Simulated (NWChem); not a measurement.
All runs are NWChem calculations. System: H5ClW, charge 0, spin multiplicity 1, at a geometry optimised with B3LYP/def2-SVP with def2 effective core potentials on W. The structure started from a generated list of species. Level: PBE0/def2-TZVPD with def2 effective core potentials on W.

NWChem printed:

```
             Northwest Computational Chemistry Package (NWChem) 7.3.0
             --------------------------------------------------------

                                NWChem Input Module
                                -------------------

 Scaling coordinates for geometry "geometry" by  1.889725989
 (inverse scale =  0.529177249)

 Turning off AUTOSYM since
 SYMMETRY directive was detected!

                             Geometry "geometry" -> ""
                             -------------------------

 Output coordinates in angstroms (scale by  1.889725989 to convert to a.u.)

  No.       Tag          Charge          X              Y              Z
 ---- ---------------- ---------- -------------- -------------- --------------
    1 W                   74.0000    -0.42114300     0.03595300     0.00000000
    2 Cl                  17.0000     1.96411000    -0.25796800     0.00000000
    3 H                    1.0000     0.27035900     1.24112000    -0.92123000
    4 H                    1.0000    -1.36644800     0.43007700    -1.37430400
    5 H                    1.0000    -0.03307400    -1.61743300     0.00000000
    6 H                    1.0000     0.27035900     1.24112000     0.92123000
    7 H                    1.0000    -1.36644800     0.43007700     1.37430400

 Effective nuclear repulsion energy (a.u.)     410.8537457737

            Nuclear Dipole moment (a.u.)
            ----------------------------
        X                 Y               Z
 ---------------- ---------------- ----------------
     0.0000680301     0.0000510226     0.0000000000

      Symmetry information
      --------------------

 Group name             Cs
 Group number              2
 Group order               2
 No. of unique centers     5

      Symmetry unique atoms

     1    2    3    4    5


 Summary of "ao basis" -> "" (spherical)
 ------------------------------------------------------------------------------
       Tag                 Description            Shells   Functions and Types
 ---------------- ------------------------------  ------  ---------------------
 *                         def2-tzvpd                 on all atoms

                                 NWChem DFT Module
                                 -----------------

 Summary of "ao basis" -> "ao basis" (spherical)
 ------------------------------------------------------------------------------
       Tag                 Description            Shells   Functions and Types
 ---------------- ------------------------------  ------  ---------------------
 W                         def2-tzvpd               15       43   6s5p3d1f
 Cl                        def2-tzvpd               16       46   6s6p3d1f
 H                         def2-tzvpd                5        9   3s2p

 Summary of "ao basis" -> "ao basis" (spherical)
 ------------------------------------------------------------------------------
       Tag                 Description            Shells   Functions and Types
 ---------------- ------------------------------  ------  ---------------------
 W                         def2-tzvpd               15       43   6s5p3d1f
 Cl                        def2-tzvpd               16       46   6s6p3d1f
 H                         def2-tzvpd                5        9   3s2p

      Symmetry analysis of basis
      --------------------------

        a'         85
        a"         49

            General Information
            -------------------
          SCF calculation type: DFT
          Wavefunction type:  closed shell.
          No. of atoms     :     7
          No. of electrons :    36
           Alpha electrons :    18
            Beta electrons :    18
          Charge           :     0
          Spin multiplicity:     1
          Use of symmetry is: on ; symmetry adaption is: on
          Maximum number of iterations: 100
          AO basis - number of functions:   134
                     number of shells:    56
          Convergence on energy requested:  1.00D-06
          Convergence on density requested:  1.00D-05
          Convergence on gradient requested:  5.00D-04

              XC Information
              --------------
                         PBE0 Method XC Functional
[...]
 d= 0,ls=0.5,diis     9   -530.0346733494 -1.25D-02  1.02D-03  1.85D-02    14.2
 d= 0,ls=0.5,diis    10   -530.0422061824 -7.53D-03  6.80D-04  1.45D-02    15.2
 d= 0,ls=0.5,diis    11   -530.0467499218 -4.54D-03  6.82D-04  7.37D-03    16.2
 d= 0,ls=0.5,diis    12   -530.0501251646 -3.38D-03  5.99D-04  2.85D-03    17.2
 d= 0,ls=0.5,diis    13   -530.0522207052 -2.10D-03  4.14D-04  3.02D-03    18.2
 d= 0,ls=0.5,diis    14   -530.0535306145 -1.31D-03  3.31D-04  3.35D-03    19.3
 d= 0,ls=0.5,diis    15   -530.0545610540 -1.03D-03  2.81D-04  2.49D-03    20.3
 d= 0,ls=0.5,diis    16   -530.0553153724 -7.54D-04  2.31D-04  1.60D-03    21.3
 d= 0,ls=0.5,diis    17   -530.0558146182 -4.99D-04  1.87D-04  1.06D-03    22.6
 d= 0,ls=0.5,diis    18   -530.0561444709 -3.30D-04  1.52D-04  6.69D-04    23.6
 d= 0,ls=0.5,diis    19   -530.0563616545 -2.17D-04  1.21D-04  3.85D-04    24.6
 d= 0,ls=0.5,diis    20   -530.0564987140 -1.37D-04  9.57D-05  2.03D-04    25.5
 d= 0,ls=0.5,diis    21   -530.0565798065 -8.11D-05  7.44D-05  1.21D-04    26.6
 d= 0,ls=0.5,diis    22   -530.0566276295 -4.78D-05  5.68D-05  7.81D-05    27.5
 d= 0,ls=0.5,diis    23   -530.0566569408 -2.93D-05  4.39D-05  4.54D-05    28.5
 d= 0,ls=0.5,diis    24   -530.0566745723 -1.76D-05  3.33D-05  2.58D-05    29.7
 d= 0,ls=0.5,diis    25   -530.0566849276 -1.04D-05  2.52D-05  1.47D-05    30.7
 d= 0,ls=0.5,diis    26   -530.0566909399 -6.01D-06  1.97D-05  8.71D-06    31.9
 d= 0,ls=0.5,diis    27   -530.0566945631 -3.62D-06  1.53D-05  5.29D-06    33.0
 d= 0,ls=0.5,diis    28   -530.0566967547 -2.19D-06  1.19D-05  3.20D-06    34.0
 d= 0,ls=0.5,diis    29   -530.0566980818 -1.33D-06  9.33D-06  1.93D-06    34.9
 d= 0,ls=0.5,diis    30   -530.0566988891 -8.07D-07  7.27D-06  1.14D-06    35.6

         Total DFT energy =     -530.056699373328
      One electron energy =     -935.406506985691
           Coulomb energy =      350.325658064763
    Exchange-Corr. energy =      -37.402086035303
 Nuclear repulsion energy =       92.426235582904

 Numeric. integr. density =       36.000016286490

     Total iterative time =     35.0s

                  Occupations of the irreducible representations
                  ----------------------------------------------

                     irrep           alpha         beta
                     --------     --------     --------
                     a'               13.0         13.0
                     a"                5.0          5.0

                       DFT Final Molecular Orbital Analysis
                       ------------------------------------

 Vector   16  Occ=2.000000D+00  E=-3.644797D-01  Symmetry=a'
              MO Center=  4.7D-01,  5.0D-02, -1.5D-13, r^2= 3.9D+00
   Bfn.  Coefficient  Atom+Function         Bfn.  Coefficient  Atom+Function
  ----- ------------  ---------------      ----- ------------  ---------------
    59      0.325492  2 Cl px                24      0.222633  1 W  d  0
    62      0.208221  2 Cl px                60     -0.168774  2 Cl py
    10      0.163353  1 W  px               100      0.152870  4 H  s
   127      0.152870  7 H  s                101      0.151080  4 H  s
   128      0.151080  7 H  s                 56      0.148108  2 Cl px

 Vector   17  Occ=2.000000D+00  E=-3.073820D-01  Symmetry=a"
              MO Center=  1.1D+00, -1.0D-01,  3.9D-14, r^2= 3.0D+00
   Bfn.  Coefficient  Atom+Function         Bfn.  Coefficient  Atom+Function
  ----- ------------  ---------------      ----- ------------  ---------------
    61      0.443578  2 Cl pz                64      0.301684  2 Cl pz
    23     -0.217205  1 W  d -1              58      0.206162  2 Cl pz
    52     -0.168885  2 Cl pz                25      0.165785  1 W  d  1
    28     -0.140476  1 W  d -1             101     -0.117062  4 H  s
   128      0.117062  7 H  s                 91      0.097853  3 H  s

 Vector   18  Occ=2.000000D+00  E=-2.759499D-01  Symmetry=a'
              MO Center=  1.2D+00, -1.8D-01, -1.6D-14, r^2= 3.0D+00
   Bfn.  Coefficient  Atom+Function         Bfn.  Coefficient  Atom+Function
  ----- ------------  ---------------      ----- ------------  ---------------
    60      0.449499  2 Cl py                63      0.318949  2 Cl py
    57      0.212403  2 Cl py                22     -0.199198  1 W  d -2
    51     -0.171054  2 Cl py               109      0.157087  5 H  s
   110      0.146371  5 H  s                 92     -0.127993  3 H  s
   119     -0.127993  6 H  s                 91     -0.113846  3 H  s

 Vector   19  Occ=0.000000D+00  E=-1.315083D-01  Symmetry=a'
              MO Center= -7.1D-01, -8.4D-02,  5.8D-14, r^2= 2.8D+00
   Bfn.  Coefficient  Atom+Function         Bfn.  Coefficient  Atom+Function
  ----- ------------  ---------------      ----- ------------  ---------------
    24      0.413930  1 W  d  0              29      0.268710  1 W  d  0
    26     -0.212989  1 W  d  2               6     -0.207603  1 W  s
    34      0.186654  1 W  d  0              22     -0.185157  1 W  d -2
    62     -0.177153  2 Cl px               101     -0.154853  4 H  s
   128     -0.154853  7 H  s                 10     -0.140771  1 W  px

 Vector   20  Occ=0.000000D+00  E=-1.241661D-01  Symmetry=a'
              MO Center= -6.8D-01,  7.6D-02,  6.3D-14, r^2= 3.1D+00
   Bfn.  Coefficient  Atom+Function         Bfn.  Coefficient  Atom+Function
  ----- ------------  ---------------      ----- ------------  ---------------
    22      0.379317  1 W  d -2             110      0.341270  5 H  s
    27      0.244807  1 W  d -2              92     -0.237619  3 H  s
   119     -0.237619  6 H  s                 24      0.228245  1 W  d  0
    32      0.215256  1 W  d -2              11      0.179284  1 W  py
    20     -0.154342  1 W  py                29      0.150073  1 W  d  0

 Vector   21  Occ=0.000000D+00  E=-9.709380D-02  Symmetry=a"
              MO Center= -1.9D-01, -1.8D-01, -4.4D-14, r^2= 3.7D+00
   Bfn.  Coefficient  Atom+Function         Bfn.  Coefficient  Atom+Function
  ----- ------------  ---------------      ----- ------------  ---------------
    23      0.361027  1 W  d -1              92      0.317985  3 H  s
   119     -0.317985  6 H  s                101      0.281304  4 H  s
   128     -0.281304  7 H  s                 33      0.263065  1 W  d -1
    25      0.254753  1 W  d  1              21     -0.228338  1 W  pz
    28      0.229312  1 W  d -1              12      0.178923  1 W  pz

 center of mass
 --------------
 x =  -0.09306642 y =  -0.00564317 z =   0.00000000

 moments of inertia (a.u.)
 ------------------
          50.690239955148          74.958164905195           0.000000000000
          74.958164905195         629.980521521616           0.000000000000
           0.000000000000           0.000000000000         641.263407346908

     Multipole analysis of the density
     ---------------------------------

     L   x y z        total         alpha         beta         nuclear
     -   - - -        -----         -----         ----         -------
     0   0 0 0     -0.000000    -18.000000    -18.000000     36.000000

     1   1 0 0     -1.229668    -24.490214    -24.490214     47.750760
     1   0 1 0     -0.120012      1.978208      1.978208     -4.076428
     1   0 0 1     -0.000000     -0.000000     -0.000000      0.000000

     2   2 0 0    -32.657008   -144.790543   -144.790543    256.924078
     2   1 1 0      0.962667     17.044397     17.044397    -33.126127
     2   1 0 1     -0.000000     -0.000000     -0.000000      0.000000
     2   0 2 0    -30.991514    -28.380485    -28.380485     25.769456
     2   0 1 1     -0.000000     -0.000000     -0.000000      0.000000
     2   0 0 2    -31.106192    -25.328443    -25.328443     19.550693

 Task  times  cpu:       36.4s     wall:       36.4s

 Total times  cpu:       36.4s     wall:       36.4s
```

### Question
Write an NWChem input that would produce this output.

### Answer
This is not unique; one that fits is 
```
start mol
memory heap 200 mb stack 900 mb global 1100 mb
geometry units angstroms nocenter noautoz
  W     -0.421143     0.035953     0.000000
  Cl     1.964110    -0.257968     0.000000
  H      0.270359     1.241120    -0.921230
  H     -1.366448     0.430077    -1.374304
  H     -0.033074    -1.617433     0.000000
  H      0.270359     1.241120     0.921230
  H     -1.366448     0.430077     1.374304
  symmetry group Cs
end
basis spherical
  * library def2-tzvpd
end
ecp
  W library def2-ecp
end
dft
  xc pbe0
  semidirect memsize 60000000 filesize 0
  iterations 100
end
task dft energy
```
